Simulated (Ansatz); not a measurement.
The first iterations of a band of Al₂ClH₃N (7 atoms, charge -1, multiplicity 1).

The calculation used UKS PBE/def2-SVP in Ansatz 0.2.0.

* movable images: 7
* climbing image: yes
* spring: 5.0 eV/Å²
* optimiser: quadratic models (default)
* start path: through a guess of the saddle point
* force threshold: 0.05 eV/Å
* iteration limit: 60
* end points: relaxed

Initial state:

```xyz
7
Properties=species:S:1:pos:R:3
N -2.329 0.602 0.193
Al -0.910 -0.201 -0.454
Al 1.565 -0.085 0.270
Cl -1.178 -1.534 -2.194
H -2.116 1.202 1.013
H 2.068 0.792 1.565
H 2.900 -0.775 -0.394
```

Final state:

```xyz
7
Properties=species:S:1:pos:R:3
N -0.640 0.516 0.036
Al -0.664 -1.090 -0.798
Al 1.152 0.165 0.492
Cl -2.584 -1.676 -1.768
H -1.221 1.335 0.254
H 1.574 -0.210 2.033
H 2.383 0.959 -0.248
```

| iteration | highest image above the first end (eV) | largest band force component (eV/Å) |
| --- | --- | --- |
| 1 | 3.078 | 18.053 |
| 2 | 2.077 | 3.343 |
| 3 | 0.839 | 7.734 |
| 4 | 0.358 | 2.531 |
| 5 | 0.353 | 3.333 |
| 6 | 0.151 | 0.920 |
| 7 | 0.075 | 0.839 |

Question: Does the band converge within its limit, and where does its top end?

Answer: It converged. It ended after 23 iterations with the highest image 0.000 eV above the first end. The highest image is an end point: on this band no image between the ends rises above it. Limits of this set-up: an anion without diffuse functions.

Run time: 3.8 min on 2 threads of Intel(R) Xeon(R) Platinum 8488C (Sapphire Rapids), with other jobs on the host, peak memory 0.18 GiB.
